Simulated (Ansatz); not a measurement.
Mulliken charges of `[OH][Hf]([OH])([SH])[SH]` from B3LYP/def2-TZVPP in Ansatz (PBE0-D4/def2-TZVP geometry).

```tsv
atom	x (Å)	y (Å)	z (Å)	charge (e)
O1	-0.956	0.781	-1.564	-0.420
Hf2	0.066	0.039	-0.141	0.943
O3	1.922	-0.212	-0.485	-0.420
S4	-1.053	-2.096	0.347	-0.340
S5	0.020	1.487	1.846	-0.340
H6	-1.295	1.248	-2.322	0.183
H7	2.788	-0.369	-0.848	0.183
H8	-0.165	-2.391	1.315	0.105
H9	-1.327	1.512	1.851	0.105
```

**Question.** By hand: the dipole of these point charges (1 e Å = 4.8032 D).

**Answer.** Σ q r = (0.124, 0.073, -0.266) e Å, of length 0.302 e Å = 1.45 D.

**Question.** How does the dipole of the full density compare? (Best estimate.)

**Answer.** The calculation gave: (0.267, 0.157, -0.567) e Å, 3.10 D; the point charges give 0.47 times that, at 0° from its direction.

Point charges leave out the atoms' own dipoles, such as those of lone pairs, and Mulliken's split depends on the basis, so the two needn't agree.

B3LYP here is the variant with VWN-RPA as its local correlation; programs differ in this.
